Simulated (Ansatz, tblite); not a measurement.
Forces on Zn2O2⁺ at its PBE-D4/def2-SVP geometry. The state is a doublet with charge 1.

The xTB rows come from tblite. The structure holds one bond between oxygen atoms, so isomers without such links may lie far lower. Another isomer (doublet) lies 0.69 eV lower at PBE0-D4/def2-TZVP; other spin states weren't run for this one.

GFN1-xTB (tblite), largest force 0.47 eV/Å:

```xyz
4
positions Å, forces eV/Å
Zn   -1.485   -1.585    1.011    0.360    0.222   -0.212
Zn    1.085    2.017   -0.704   -0.154   -0.444    0.054
O     0.193   -0.595    0.371   -0.196    0.052    0.040
O     0.207    0.164   -0.677   -0.009    0.170    0.118
```

GFN2-xTB (tblite), largest force 1.61 eV/Å:

```
Zn 0.112 0.041 -0.028
Zn -0.047 -0.111 -0.022
O -0.136 0.899 -1.324
O 0.070 -0.829 1.374
```

PBE-D4/def2-TZVP (Ansatz), largest force 0.40 eV/Å:

```
Zn -0.101 -0.039 0.035
Zn 0.039 0.107 0.013
O 0.113 -0.204 0.322
O -0.051 0.137 -0.370
```
